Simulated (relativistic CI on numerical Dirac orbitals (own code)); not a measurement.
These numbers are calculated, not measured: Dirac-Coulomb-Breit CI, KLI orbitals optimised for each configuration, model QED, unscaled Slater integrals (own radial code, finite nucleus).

The strongest absorption lines from the ground level of an ion, among the configurations computed and to levels below about 3910 eV (vacuum wavelength in nm, gf): 0.31916 (0.048), 0.32099 (0.031), 0.36763 (0.1), 0.37191 (0.068), 0.51260 (0.33), 0.52952 (0.25), 3.9078 (0.48), 9.6782 (0.092).

Q: Which ion is it?
A. Nd⁴⁹⁺
B. Gd⁵¹⁺
C. Gd⁵³⁺
D. Ba⁴⁵⁺

A: C. Gd⁵³⁺ has 11 electrons and the ground level 3s ²S1/2; the strongest line goes to 3p ²P°3/2. The pattern of lines fixes the number of electrons, and along that sequence the line energies rise steadily with the charge (about as its square where n changes within one kind of shell, about linearly where n is kept but much faster in heavy ions where fine structure, which grows about as Z⁴, sets the gap, and irregularly where shells cross), which fixes Z. Configurations outside the model, such as inner-shell arrays, can give stronger lines. At this charge energies of transitions that change n are usually good to better than 1 %, and those within a shell (Δn = 0) to a few per cent.
